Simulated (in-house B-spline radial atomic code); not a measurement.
## Ionising the arsenic ion As⁷⁺ with different functionals

Computed with a B-spline radial code for spherical atoms: four-component Dirac-Coulomb Hamiltonian, Fermi nucleus of rms radius 4.0968 fm, spin-restricted, spherical fractional occupations for the functionals. The ionisation energy is the difference of two self-consistent energies, [Ar] 3d8 → [Ar] 3d7, without Breit or QED terms; ε is the level of the shell that loses the electron (mean over j). The electron is taken from both j subshells in proportion to 2j + 1, so the result is a j average, not the step between ground levels.

Hybrids are left out here: with spherical fractional occupations of an open shell their exact exchange keeps a self-interaction that integer-occupation calculations don't have.

| method | rung | ΔSCF (eV) | -ε(3d) (eV) |
| --- | --- | --- | --- |
| LDA VWN5 | LDA | 184.44 | 167.97 |
| relativistic LDA | LDA | 184.45 | 167.99 |
| LDA PW92 | LDA | 184.43 | 167.96 |
| LDA exchange-only | LDA | 182.20 | 165.76 |
| PBE | GGA | 184.13 | 167.67 |
| PBEsol | GGA | 184.08 | 167.61 |
| BLYP | GGA | 184.02 | 167.56 |
| RPBE | GGA | 184.06 | 167.58 |
| PW91 | GGA | 184.31 | 167.84 |
| BP86 | GGA | ? | ? |
| AM05 | GGA | ? | ? |
| OLYP | GGA | 184.97 | 168.45 |

(1) What does BP86 give?

(2) What does AM05 give?

(3) How do they compare with the NIST value?

Answers

(1) ΔSCF 184.20 eV, and -ε(3d) = 167.73 eV.

(2) ΔSCF 184.13 eV, and -ε(3d) = 167.66 eV.

(3) NIST lists 180 eV ± 2.1 (tabulated theory, ground level to ground level). Errors run from +2.20 to +4.97 eV. The correlated functionals all miss on the same side by more than they spread, so the cause is common to them (Breit-QED terms, spin polarisation, the choice among j levels, multiplet and fine-structure energies, or a listed next ion that isn't the cheapest removal here) and closeness doesn't rank the functionals.
